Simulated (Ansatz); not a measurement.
Ansatz (an electronic-structure program) input (B3LYP-D3(BJ)/def2-TZVP):

Ansatz 0.2 input:
```yaml
crystal:
  periodic: [false, false, false]
  atoms:
    - {symbol: C, position_ang: [-1.56441733, -0.09573581, 0.34277111]}
    - {symbol: C, position_ang: [-0.36798690, 0.29943985, -0.41537101]}
    - {symbol: C, position_ang: [0.91824431, -0.20967990, 0.19012819]}
    - {symbol: O, position_ang: [1.02716173, -0.86996892, 1.18539976]}
    - {symbol: O, position_ang: [1.97851923, 0.17432741, -0.53993015]}
    - {symbol: H, position_ang: [-1.46056752, -0.68559148, 1.23039449]}
    - {symbol: H, position_ang: [-2.53572077, 0.20759771, 0.00823566]}
    - {symbol: H, position_ang: [-0.40730680, -0.05843447, -1.45448973]}
    - {symbol: H, position_ang: [-0.28184102, 1.39253694, -0.49958668]}
    - {symbol: H, position_ang: [2.79920699, -0.15712800, -0.14308949]}
basis:
  gaussian:
    orbitals: def2-TZVP
hamiltonian:
  xc: b3lyp
  dispersion: d3bj
magnetization: {spin_polarized: true, initial_magnetization: 1}
relax: {f_tol: 0.002, max_steps: 150}
```

End of the output:

```
mean field -7288.44194404 eV, -267.8453011600 hartree, gradient 1.2e-5 eV, S^2 0.753960; 1 other end points of the search recorded, 0 dependent functions left out
the calculation of the forces begins
reference -7288.44218981 eV, -267.8453101921 hartree; 20, 19 occupied and 165, 166 virtual orbitals, 1062 factors
Total energy: -7288.73614552 eV, -267.8561128652 hartree
Atom 0 at    -1.571352    -0.098214     0.348369 Å, force     0.000480     0.000203    -0.000179 eV/Å
Atom 1 at    -0.365199     0.297147    -0.412391 Å, force     0.000242    -0.000148     0.000098 eV/Å
Atom 2 at     0.928043    -0.206572     0.183440 Å, force    -0.000944     0.001031    -0.000154 eV/Å
Atom 3 at     1.043476    -0.868696     1.179523 Å, force     0.000058    -0.000136    -0.000405 eV/Å
Atom 4 at     1.990866     0.186154    -0.558626 Å, force     0.000021    -0.000000    -0.000020 eV/Å
Atom 5 at    -1.480155    -0.692468     1.244128 Å, force    -0.000134     0.000222    -0.000404 eV/Å
Atom 6 at    -2.547758     0.210153     0.005741 Å, force    -0.000250    -0.000409     0.000665 eV/Å
Atom 7 at    -0.400975    -0.052343    -1.453757 Å, force     0.000432    -0.000287     0.000074 eV/Å
Atom 8 at    -0.275732     1.388586    -0.506159 Å, force     0.000336    -0.000212     0.000131 eV/Å
Atom 9 at     2.784077    -0.166383    -0.125806 Å, force    -0.000241    -0.000266     0.000193 eV/Å
Dipole moment:     0.021916     0.198130    -0.304904 e Å
```

It need not be the lowest isomer of its formula.
